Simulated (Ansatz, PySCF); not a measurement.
C₃H₆BrF, SMILES CC[C@H](F)Br. Atoms are numbered in the order given.

```xyz
11

C     -2.2889    -0.1097     0.3595
C     -1.1412     0.1286     1.3368
C      0.1194     0.6803     0.7043
F     -0.1434     1.8351     0.0354
Br     0.9388    -0.6095    -0.5640
H     -2.0244    -0.8786    -0.3813
H     -3.1890    -0.4437     0.8966
H     -2.5349     0.8151    -0.1827
H     -1.4420     0.8688     2.1005
H     -0.8758    -0.7941     1.8764
H      0.9155     0.8703     1.4374
```

Geometry: B3LYP-D3(BJ)/def2-SVP. The structure was generated by enumeration; whether it is a known compound was not checked. Other conformers were not sampled.

Two levels are set side by side: PBE-D3(BJ)/def2-SVP (Ansatz, an electronic-structure program) and B3LYP-D3(BJ)/def2-SVP (Ansatz). Each level has its own optimised geometry; the coordinates shown are those of the second. Frequencies come from the Hessian of PySCF at each geometry. Differences are taken from unrounded values.

```
quantity                            B3LYP-D3(BJ)  PBE-D3(BJ)  PBE-D3(BJ) minus B3LYP-D3(BJ)
----------------------------------  ------------  ----------  -----------------------------
mean bond length (Å)                       1.299       1.306                          0.006
bond C1–C2 (Å)                             1.526       1.527                          0.001
bond C2–C3 (Å)                             1.514       1.517                          0.003
bond C3–F4 (Å)                             1.360       1.366                          0.006
bond C3–Br5 (Å)                            1.986       1.992                          0.006
bond C1–H6 (Å)                             1.100       1.108                          0.008
bond C1–H7 (Å)                             1.100       1.107                          0.007
bond C1–H8 (Å)                             1.100       1.107                          0.008
bond C2–H9 (Å)                             1.105       1.113                          0.008
bond C2–H10 (Å)                            1.101       1.109                          0.008
bond C3–H11 (Å)                            1.099       1.109                          0.010
highest harmonic wavenumber (cm⁻¹)          3137        3083                            -54
mean harmonic wavenumber (cm⁻¹)             1409        1371                            -38
zero-point energy (kcal/mol)               54.38       52.92                          -1.46
```

Exact exchange shortens and stiffens bonds; PBE has none. Differences between two approximate levels are no errors against the true value.
